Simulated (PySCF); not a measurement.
Functional dependence of a UV spectrum

Compound: CH7AlFN.
Cartesian coordinates in Å at the PBE0-D3(BJ)/def2-SVP level; atoms count from 1:
```xyz
11
CH7AlFN angstrom
C     -1.594   -0.408   -0.065
Al    -0.113    0.875   -0.197
N      1.533   -0.319    0.146
F      0.144    1.874    1.148
H     -1.619   -0.921    0.913
H     -1.550   -1.186   -0.847
H     -2.572    0.090   -0.180
H      0.302    1.540   -1.595
H      1.442   -0.811    1.036
H      1.693   -1.018   -0.581
H      2.371    0.262    0.205
```

Linear-response calculations in the def2-SVPD basis (PySCF; singlets by full response, triplets Tamm–Dancoff, core orbitals frozen in the response; HF means time-dependent Hartree–Fock). 'Strongest' is the level of largest summed f among the singlets computed (10 roots, of which the last may lack a degenerate partner); it can jump between rows when another state enters that window. S1 is the lowest singlet of each run and needn't be the same state throughout; f(S1) is that of one state. Isolated species at its PBE0-D3(BJ)/def2-SVP geometry, gas phase.

| functional | kind | S1 (eV) | f(S1) | strongest (eV) | T1 (eV) | HOMO (eV) | gap (eV) | ionisation energy, ΔSCF (eV) |
| --- | --- | --- | --- | --- | --- | --- | --- | --- |
| LDA | LDA | 4.91 | 0.003 | 7.50 | 4.82 | -6.09 | 4.86 | 9.33 |
| PBE | GGA | 4.86 | 0.003 | 7.56 | 4.77 | -6.02 | 4.82 | 9.22 |
| B3LYP | global hybrid, 20% exact exchange | 5.55 | 0.003 | 8.07 | 5.45 | -7.12 | 6.33 | 9.54 |
| PBE0 | global hybrid, 25% exact exchange | 5.88 | 0.004 | 6.98 | 5.75 | -7.32 | 6.86 | 9.52 |
| BHandHLYP | global hybrid, 50% exact exchange | 6.57 | 0.006 | 7.40 | 6.41 | -8.56 | 8.58 | 9.67 |
| CAM-B3LYP | range-separated hybrid | 6.33 | 0.006 | 7.14 | 6.17 | -8.73 | 8.89 | 9.72 |
| wB97X-D | range-separated hybrid | 6.65 | 0.007 | 8.47 | 6.52 | -9.23 | 10.38 | 9.67 |
| LC-wPBE | range-separated hybrid | 7.27 | 0.012 | 8.97 | 6.85 | -10.09 | 11.32 | 9.87 |
| HF | Hartree–Fock | 7.87 | 0.027 | 9.57 | 7.24 | -10.50 | 11.95 | not settled |

S1 runs from 4.86 eV (PBE) to 7.87 eV (HF), a spread of 3.01 eV, while the orbital gap spreads over 7.1 eV. Along PBE (0%), B3LYP (20%), PBE0 (25%), BHandHLYP (50%), HF (100%) S1 rises with the share of exact exchange. −ε(HOMO) comes closest to its own ΔSCF ionisation energy with LC-wPBE (+0.22 eV) and misses most with LDA (-3.24 eV). 'Not settled' means that the ion's SCF failed to converge or may have ended in another state than the lowest.

Without π bonds the low states are Rydberg-like; a valence basis with one diffuse set may place them up to an eV too high.
